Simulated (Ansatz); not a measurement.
```yaml
crystal:
  periodic: [false, false, false]
  atoms:
    - {symbol: F, position_ang: [0.091358, -0.115503, 1.425298]}
    - {symbol: Si, position_ang: [0.030328, -0.150333, 0.280815]}
    - {symbol: F, position_ang: [-0.524520, -1.532506, -0.686429]}
    - {symbol: F, position_ang: [1.735678, 0.126122, -0.247693]}
    - {symbol: Se, position_ang: [-1.385711, 1.538900, -0.657070]}
basis:
  gaussian: {orbitals: aug-cc-pVDZ, fitting: {mean_field: def2-universal-jkfit}, point_charges: [{charge: 0.50, position_ang: [5.641, -0.547, 0.949]}]}
magnetization: {spin_polarized: true, initial_magnetization: 1}
hamiltonian: {xc: {name: HF}}
correlation: {method: mp2, frozen_orbitals: {F: 0}}
output: {forces: true}
```

```sh
$ ansatz run in.yaml --threads 4 --pin off --events-out ev --progress --plain --max-ram 10444MiB
```

It prints (some lines left out):

```
Functional definition: HF
Error: "frozen_orbitals" has no count for Si
```

What is wrong with this run?

Frozen orbitals are typed for one element alone, and the program wants a count for each. The program refused the input.
